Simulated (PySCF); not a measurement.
## Correlation energy of Ti⁻ (titanium, charge -1)

[Ar] 3d3 4s2, high-spin 4F determinant. Computed with PySCF 2.14 in aug-cc-pVDZ-DK, with the spin-free X2C one-electron Hamiltonian (Gaussian nucleus). Frozen: [Ar]; 5 electrons correlated.

MP2 pair energies summed by pair of shells (mhartree):

| pair | energy | share (%) |
| --- | --- | --- |
| 3d-3d | -19.16 | 44.1 |
| 3d-4s | -13.78 | 31.7 |
| 4s-4s | -10.55 | 24.3 |

Total MP2 correlation energy: -43.48 mhartree.

Same-spin part -27.43 and opposite-spin part -16.05 mhartree; SCS-MP2 scales them by 1/3 and 6/5 to -28.40 mhartree.

The Hartree-Fock reference does not bind the outermost electron (its level is positive or very diffuse), so these energies belong to a reference that the basis holds together.
